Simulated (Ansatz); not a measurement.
GeH₇NSSi (`N[SiH2][S][GeH3]`), 11 atoms. The species carries charge 0 and has multiplicity 1. Correlated methods include outer-core shells of Ge, which these sets cover unevenly. Scalar relativity is left out up to krypton. All runs use 4 threads of a server CPU on a shared host. Correlated methods freeze the cores.

(1) Give the basis size and wall time and peak host memory of each of these runs in Ansatz. RKS ωB97M-V/def2-QZVPP energy; RKS B3LYP-D4/def2-TZVPP energy and forces; RHF-CCSD(T)/def2-TZVPP energy; RKS ωB97M-V/def2-SVP energy; direct RPA on PBE orbitals/def2-TZVPP energy; RHF-MP2/def2-QZVPP energy; RKS r2SCAN0-D4/def2-TZVPP energy; RKS PBE0-D4/def2-TZVP frequencies; RKS PBE0-D4/def2-QZVPP energy; RKS PBE0-D4/def2-SVP energy; RHF-CCSD(T)/def2-SVP energy; RKS PBE0-D4/def2-TZVPP energy. (An estimate is asked.)

## Answers

(1) Computed: Other jobs shared the machine, so times are rough.

| level | job | functions | wall time | peak host memory (GiB) |
| --- | --- | --- | --- | --- |
| RKS PBE0-D4/def2-SVP | energy | 117 | 3.3 s | 0.55 |
| RKS ωB97M-V/def2-SVP | energy | 117 | 10 s | 0.55 |
| RKS PBE0-D4/def2-TZVPP | energy | 261 | 11 s | 0.82 |
| direct RPA on PBE orbitals/def2-TZVPP | energy | 261 | 14 s | 0.61 |
| RKS B3LYP-D4/def2-TZVPP | energy and forces | 261 | 15 s | 0.85 |
| RKS r2SCAN0-D4/def2-TZVPP | energy | 261 | 15 s | 0.85 |
| RHF-CCSD(T)/def2-SVP | energy | 117 | 18 s | 0.57 |
| RKS PBE0-D4/def2-QZVPP | energy | 496 | 28 s | 2.3 |
| RKS ωB97M-V/def2-QZVPP | energy | 496 | 53 s | 2.6 |
| RHF-MP2/def2-QZVPP | energy | 496 | 70 s | 3.2 |
| RHF-CCSD(T)/def2-TZVPP | energy | 261 | 4.8 min | 5.8 |
| RKS PBE0-D4/def2-TZVP | frequencies | 195 | 6.4 min | 0.61 |

B3LYP here is the variant with VWN-RPA as its local correlation; programs differ in this.
